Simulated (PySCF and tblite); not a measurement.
Results of a calculation; reference values are marked as such.
3 regioisomers of C6H7F:

```csv
isomer,SMILES
A,[F:1][CH2:2][C:3]1=[CH:4][CH2:5][CH:6]=[CH:7]1
B,[F:1][CH2:2][C:3]1=[CH:4][CH:5]=[CH:6][CH2:7]1
C,[F:1][CH2:2][CH:3]1[CH:4]=[CH:5][CH:6]=[CH:7]1
```

Each isomer is a Boltzmann average at 298.15 K over at most 6 conformers: GFN2-xTB geometries, energies PBE0/pcSseg-1 (D3(BJ) added where defined), GIAO shieldings PBE0/pcSseg-1, GFN2-xTB thermal terms. Programs: PySCF with density fitting and tblite.

**Question.** What shifts does each isomer give (ppm)?

**Answer.** 
A: ¹H (against TMS): 6.88 (H7, 1H), 6.79 (H6, 1H), 6.59 (H4, 1H), 5.58 (H2, 2H), 3.16 (H5, 2H). ¹³C (against TMS): 151.8 (C3), 143.3 (C6), 139.2 (C7), 137.4 (C4), 84.1 (C2), 45.4 (C5). ¹⁹F (against CFCl3): -248.4 (F1).

B: ¹H (against TMS): 6.83 (H6, 1H), 6.71 (H5, 1H), 6.71 (H4, 1H), 5.56 (H2, 2H), 3.21 (H7, 2H). ¹³C (against TMS): 153.9 (C3), 143.6 (C6), 139.2 (C5), 137.9 (C4), 84.5 (C2), 45.3 (C7). ¹⁹F (against CFCl3): -237.7 (F1).

C: ¹H (against TMS): 6.80 (H5/H6, 2H), 6.76 (H4/H7, 2H), 4.66 (H2, 2H), 3.60 (H3, 1H). ¹³C (against TMS): 143.9 (C4/C7), 140.9 (C5/C6), 86.2 (C2), 60.3 (C3). ¹⁹F (against CFCl3): -242.4 (F1).

Unscaled ¹⁹F shifts at such levels can be off by tens of ppm; differences between conformers or isomers are more reliable. Shifts are unscaled: against experiment ¹³C can be off by 15 ppm or more and ¹H by 0.8 ppm. The minima are those of GFN2-xTB; planar forms about aryl–S or allylic bonds may be saddles in DFT.
